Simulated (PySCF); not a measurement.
Species: VO2 (doublet state).
SMILES: `[O]=[V]=[O]`

Computed with PBE0-D3(BJ)/def2-SVP geometry optimisation, gas phase in PySCF.

Masses are those of the commonest isotopes; rigid-rotor values at the optimised geometry. 

Problem. What are A, B and C (cm⁻¹)?

Solution. Ia = 14.85, Ib = 56.21, Ic = 71.06 u·Å²; 505379 MHz·u·Å²/I gives 34043, 8991 and 7112 MHz, that is A = 1.13556, B = 0.29990, C = 0.23724 cm⁻¹.

Problem. What kind of rotor is it?

Solution. An asymmetric top: κ = (2 × 8991 − 34043 − 7112)/(34043 − 7112) = -0.86.

The dipole components are |μa| = 0.00 D, |μb| = 5.91 D, |μc| = 0.00 D. The nuclei that the symmetry axis exchanges have no spin, so part of the rotational levels is missing.

Problem. Estimate the classical rotational partition function at 10 K, 50 K and 100 K.

Solution. Point group C2v, symmetry number σ = 2; q = (√π/σ)·√((kT/h)³/(ABC)), k/h = 20836.6 MHz/K: 57.1 at 10 K, 639 at 50 K, 1810 at 100 K.

For this open shell read J as N, the rotation without spin; fine and hyperfine splittings come on top. Stationary, but not proved a minimum. ⟨S²⟩ = 0.769 (exact for a doublet: 0.75). These are rigid-rotor constants of the computed structure; measured ground-state constants (B0) also hold zero-point vibration.

The run took about 6 s of CPU time (one thread, shared machine). These figures are those of the optimisation.

For an open-shell metal species like this, the optimisation's SCF solution wasn't tested for stability and no frequencies at its level were run, so a lower state or another shape may exist.
